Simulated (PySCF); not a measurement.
TaF4, SMILES [F][Ta+]([F])([F])[F], charge +1, multiplicity 1.

Geometry optimised at B3LYP-D3(BJ)/def2-SVP. The spin state was assumed, not searched. The isomer is the one that the SMILES or the coordinates give; other isomers of the formula were not compared. The def2 effective core potentials stand for the cores of Ta; spin–orbit coupling is left out.

The numbers are results of B3LYP-D3(BJ)/def2-SVP run with PySCF 2.14.0, not measurements.

Frequencies are harmonic and unscaled.

Modes within 1.5 cm⁻¹ of each other (mostly degenerate sets) share a row, with their intensities summed.

Computed vibrational spectrum:
| mode | ν (cm⁻¹) | IR (km/mol) | Raman (Å⁴/amu) | depolarisation | moving atoms (share of kinetic energy) |
|---|---|---|---|---|---|
| 1–3 | 172 | 46.9 | 1.5 | 0.75 | F 84 %, Ta 16 % |
| 4–5 | 192 | 0.0 | 4.1 | 0.75 | F 100 % |
| 6 | 787 | 0.0 | 13.5 | 0.00 | F 100 % |
| 7–9 | 792 | 342.2 | 4.4 | 0.75 | F 86 %, Ta 14 % |
